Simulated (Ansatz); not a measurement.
Start from `[NH2][Sc]([O][SiH3])[O][SiH3]` and change one atom or group to get `[CH3][Sc]([NH2])[O][SiH3]`.

Ansatz, PBE0-D4/def2-TZVP geometries, multiplicity 1. Each molecule was computed in one conformer, which needn't be the lowest.

Scalar relativity is left out up to krypton.

| property | `[NH2][Sc]([O][SiH3])[O][SiH3]` |
| --- | --- |
| HOMO–LUMO gap (PBE0/def2-TZVPP) / eV | 5.56 |
| size of the dipole moment (PBE/def2-TZVPP) / D | 1.66 |
| HOMO–LUMO gap (B3LYP/def2-TZVPP) / eV | 4.97 |
| LUMO energy (PBE/def2-TZVPP) / eV | -2.70 |
| HOMO–LUMO gap (ωB97M-V/def2-TZVPP) / eV | 9.41 |
| HOMO–LUMO gap (PBE/def2-TZVPP) / eV | 3.35 |

Question: Give the same properties after the change, and the shifts. (Best estimate.)

Answer: The calculation gave: 
```json
{"property": "HOMO–LUMO gap (PBE0/def2-TZVPP) / eV", "`[CH3][Sc]([NH2])[O][SiH3]`": "5.25", "shift": "-0.31"}
{"property": "size of the dipole moment (PBE/def2-TZVPP) / D", "`[CH3][Sc]([NH2])[O][SiH3]`": "1.73", "shift": "0.07"}
{"property": "HOMO–LUMO gap (B3LYP/def2-TZVPP) / eV", "`[CH3][Sc]([NH2])[O][SiH3]`": "4.63", "shift": "-0.34"}
{"property": "LUMO energy (PBE/def2-TZVPP) / eV", "`[CH3][Sc]([NH2])[O][SiH3]`": "-2.59", "shift": "0.11"}
{"property": "HOMO–LUMO gap (ωB97M-V/def2-TZVPP) / eV", "`[CH3][Sc]([NH2])[O][SiH3]`": "9.06", "shift": "-0.35"}
{"property": "HOMO–LUMO gap (PBE/def2-TZVPP) / eV", "`[CH3][Sc]([NH2])[O][SiH3]`": "2.99", "shift": "-0.36"}
```

With PBE0 the HOMO rises by 0.46 eV and the LUMO rises by 0.13 eV, so the gap narrows by about 0.33 eV. PBE moves the HOMO by 0.47 eV and ωB97M-V by 0.51 eV. Dipoles are sizes alone; their direction can turn.

B3LYP here is the variant with VWN-RPA as its local correlation; programs differ in this.
